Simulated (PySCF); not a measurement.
## Shieldings and the share of exact exchange

Molecule: SMILES FBP[SiH3], BFH$_{5}$PSi.

Geometry:
```
atom   x (Å)   y (Å)   z (Å)
  F1   2.104   0.944   0.615
  B2   1.806  -0.234   0.087
  P3   0.376  -0.373  -1.163
 Si4  -1.262   0.642   0.013
  H5   2.518  -1.173   0.362
  H6   0.038  -1.734  -0.924
  H7  -1.394   0.130   1.410
  H8  -2.552   0.429  -0.706
  H9  -0.930   2.095   0.045
```

GIAO shieldings (ppm, equivalent atoms averaged) in PySCF 2.14.0 with density-fitted response routines on the PBE0-D3(BJ)/def2-SVP geometry, basis pcSseg-2, gas phase, non-relativistic:

```csv
functional,exact exchange (%),σ(F1),σ(B2),σ(Si4)
BLYP,0,142.6,22.5,397.0
BP86,0,139.9,26.2,408.4
PBE,0,135.9,24.9,411.5
B3LYP,20,164.9,27.2,408.7
PBE0,25,165.1,30.9,425.0
mPW1PW91,25,167.5,31.2,422.5
HF,100,237.4,49.9,456.6
```

Task: Fit each shielding as a line in the percentage of exact exchange.

Result: σ(F1) = 141.0 + 0.98 x (rms 2.8 ppm); σ(B2) = 24.2 + 0.26 x (rms 1.3 ppm); σ(Si4) = 406.0 + 0.51 x (rms 5.7 ppm). The functionals also differ in their semilocal parts, which the line can't hold; Hartree–Fock has no correlation at all.

Task: What does the line predict for BHandHLYP (50 %), and what does the run give?

Result: σ(F1): 190.0 predicted, 195.0 computed; σ(B2): 37.2 predicted, 34.7 computed; σ(Si4): 431.5 predicted, 425.7 computed ppm.
